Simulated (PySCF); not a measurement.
Two-component Hartree-Fock for Er⁴⁺ (erbium, charge +4)

Start: [Xe] 4f10; 4f5/2 filled at m_j = -5/2, -3/2, -1/2, +1/2, +3/2, +5/2; 4f7/2 filled at m_j = +1/2, +3/2, +5/2, +7/2. Calculated with PySCF 2.14 in x2c-QZVPPall-2c (16s16p12d6f4g1h, 213 functions): generalised Hartree-Fock with the X2C-1e Hamiltonian and a Gaussian nucleus; one run each with spin-orbit coupling (SO) switched off, then screened by Boettger's factors.

```csv
spinor shell,electrons,"ε, spin-free (eV)","ε, screened SO (eV)",weight of nominal j (screened SO),"rms radius, screened SO (bohr)"
1s1/2,2,-57832.4,-57819.3,1.000,0.0231
2s1/2,2,-9891.5,-9887.3,1.000,0.0935
2p1/2,2,-8752.1,-9401.7,1.000,0.0798
2p3/2,4,-8752.1,-8479.6,1.000,0.0866
3s1/2,2,-2316.3,-2314.9,1.000,0.240
3p1/2,2,-1962.9,-2102.0,1.000,0.231
3p3/2,4,-1962.9,-1903.6,1.000,0.245
3d3/2,4,-1518.0,-1543.9,0.999,0.219
3d5/2,6,-1518.0,-1499.5,0.999,0.222
4s1/2,2,-529.05,-528.60,1.000,0.539
4p1/2,2,-409.86,-442.97,0.995,0.552
4p3/2,4,-409.86,-395.52,0.997,0.582
4d3/2,4,-246.63,-255.28,0.905,0.620
4d5/2,6,-246.63,-240.49,0.937,0.630
5s1/2,2,-111.47,-111.38,1.000,1.29
5p1/2,2,-78.525,-83.617,0.988,1.42
5p3/2,4,-78.525,-76.335,0.994,1.51
4f5/2,6,-70.633,-70.773,0.719,0.791
4f7/2,4,-70.633,-70.206,0.703,0.795
```

```json
{"quantity": "E (hartree)", "spin-free": "-13074.06596", "screened SO": "-13085.02205"}
{"quantity": "M_J", "spin-free": "8", "screened SO": "8"}
{"quantity": "⟨J²⟩", "spin-free": "72.006", "screened SO": "72.007"}
{"quantity": "⟨L²⟩", "spin-free": "42.003", "screened SO": "43.006"}
{"quantity": "⟨S²⟩", "spin-free": "6.003", "screened SO": "5.831"}
```

Each row is a mean over spinors that exchange with the open shell spreads, by up to 16.581 eV (4d5/2).

Rows whose weight is well below 1 are mixtures of j = l ± 1/2: exchange outweighs spin-orbit coupling there, and the label is only the starting occupation.

Breit and QED terms are absent; they matter most for the inner s and p1/2 levels.

Densities and radii are taken from the X2C orbitals without a picture-change correction, which distorts them close to the nucleus.

Without spin-orbit coupling the j labels of p, d and f shells carry no meaning; the spin-free column gives the mean over the occupied spinors of each nl shell.
